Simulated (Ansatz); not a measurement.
The cluster BiTe2. The state is a quartet with charge 0. Geometry B3LYP-D4/def2-SVP; atoms count from 1.

```xyz
3

Bi    0.0470   -1.5492   -0.0350
Te    0.7809    0.8319   -1.4397
Te   -0.8279    0.7172    1.4748
```

In the def2 sets Bi, Te take a core potential; there is no spin–orbit coupling. At PBE0-D4/def2-TZVP a doublet of charge 0 lies 0.97 eV below the quartet, each at its own geometry. The structure comes from a short search, and lower isomers may exist.

Question: Estimate the Mulliken populations from the PBE0/def2-TZVP orbitals of Ansatz.

Answer: 
```json
{"atom": "Bi1", "charge (e)": "0.20", "spin (α − β)": "0.68"}
{"atom": "Te2", "charge (e)": "-0.10", "spin (α − β)": "1.16"}
{"atom": "Te3", "charge (e)": "-0.10", "spin (α − β)": "1.16"}
```
Mulliken values and Mayer orders depend strongly on the basis.

Question: Where does the spin sit?

Answer: Summed by element: Bi 0.68, Te 2.32, of 3 unpaired in all. Largest on single atoms: Te2 1.16, Te3 1.16, Bi1 0.68.

Question: And the Mayer bond orders between bonded heavy atoms (over 0.3)?

Answer: Bi1–Te2 1.18 (2.86 Å); Bi1–Te3 1.18 (2.86 Å); Te2–Te3 0.74 (3.33 Å).
